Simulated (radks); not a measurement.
Valence configurations of Bi II. All-electron calculation, scalar-relativistic Kohn-Sham, PBE, spin-polarised, spherical densities, finite nucleus; open shells are filled with parallel spins first (spin-orbit coupling, left out, can overturn this in heavy ions); Fermi nuclear charge, rms radius 5.5211 fm. Program: a radial shooting solver on a logarithmic mesh with Libxc functionals. Order these by energy: [Xe] 4f14 5d9 6s2 6p3; [Xe] 4f13 5d10 6s2 6p3; [Xe] 4f12 5d10 6s2 6p4; [Xe] 4f13 5d9 6s2 6p4; [Xe] 4f14 5d10 6s1.5 6p2.5; [Xe] 4f14 5d10 6s1 6p3; [Xe] 4f14 5d9.5 6s2 6p2.5; [Hg] 6p2; [Xe] 4f14 5d9 6s1 6p4; [Xe] 4f13.5 5d10 6s2 6p2.5.

Answer. From the lowest, in eV above it: [Hg] 6p2 0.000; [Xe] 4f14 5d10 6s1.5 6p2.5 4.525; [Xe] 4f14 5d10 6s1 6p3 8.801; [Xe] 4f14 5d9.5 6s2 6p2.5 11.777; [Xe] 4f14 5d9 6s2 6p3 24.179; [Xe] 4f14 5d9 6s1 6p4 35.817; [Xe] 4f13.5 5d10 6s2 6p2.5 76.527; [Xe] 4f13 5d10 6s2 6p3 157.53; [Xe] 4f13 5d9 6s2 6p4 188.64; [Xe] 4f12 5d10 6s2 6p4 335.35. NIST lists [Hg] 6p2 as the ground configuration; this level of theory agrees among the configurations tried. The energies are those of spherical high-spin densities, not of single terms.
